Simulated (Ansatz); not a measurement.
Born–Oppenheimer molecular dynamics of F3H3SSi (8 atoms, charge 0, multiplicity 1). It starts at the highest image of a converged band. Of that band: Neighbouring images differ by up to 1.5 eV, so the band resolves the path poorly. A vibrational analysis at the climbing image gives one clearly imaginary mode, 995i cm⁻¹: a first-order saddle point.

All numbers below come from RKS r2SCAN-D4/def2-SVP (Ansatz 0.2.0).

```
ensemble                      : NVE (velocity Verlet)
time step                     : 0.5 fs
steps asked                   : 200
starting velocities drawn for : 100 K
seed                          : 4928
```

First frame:

```xyz
8
Properties=species:S:1:pos:R:3
Si -0.314 -0.014 -0.090
H -0.026 -0.042 1.576
F 1.294 -0.258 -0.123
F -0.356 1.461 -0.729
F -0.742 -1.339 -0.903
S -2.506 0.274 0.718
H -2.721 -1.057 0.844
H -1.002 0.101 1.569
```

(1) How far do the bonds stretch over the last three quarters of this one trajectory? (Pairs bonded in most of those frames.)

## Answers

(1) 
```json
{"bond": "Si1–F3", "mean (Å)": "1.620", "spread (Å)": "0.021", "shortest": "1.59", "longest": "1.65"}
{"bond": "Si1–F4", "mean (Å)": "1.613", "spread (Å)": "0.018", "shortest": "1.58", "longest": "1.64"}
{"bond": "Si1–F5", "mean (Å)": "1.619", "spread (Å)": "0.022", "shortest": "1.59", "longest": "1.67"}
{"bond": "Si1–S6", "mean (Å)": "2.110", "spread (Å)": "0.071", "shortest": "2.00", "longest": "2.29"}
{"bond": "H2–H8", "mean (Å)": "0.764", "spread (Å)": "0.004", "shortest": "0.76", "longest": "0.77"}
{"bond": "S6–H7", "mean (Å)": "1.353", "spread (Å)": "0.010", "shortest": "1.34", "longest": "1.37"}
```

Mean temperature of the second half: 2162 K. The conserved energy stayed within 0.043 meV per atom of its start (net change 0.014 meV per atom), so the integration is sound. The system heated up, since it started high on the potential surface and ran downhill. A run of 0.1 ps of so small a system gives no equilibrium averages. The orbitals stay closed-shell, which can raise the energy where a bond breaks towards radicals; this wasn't checked here.

The run took 8.3 min on 2 threads of Intel(R) Xeon(R) Platinum 8259CL CPU @ 2.50GHz (Skylake/Cascade Lake) (shared host), peak memory 0.18 GiB.
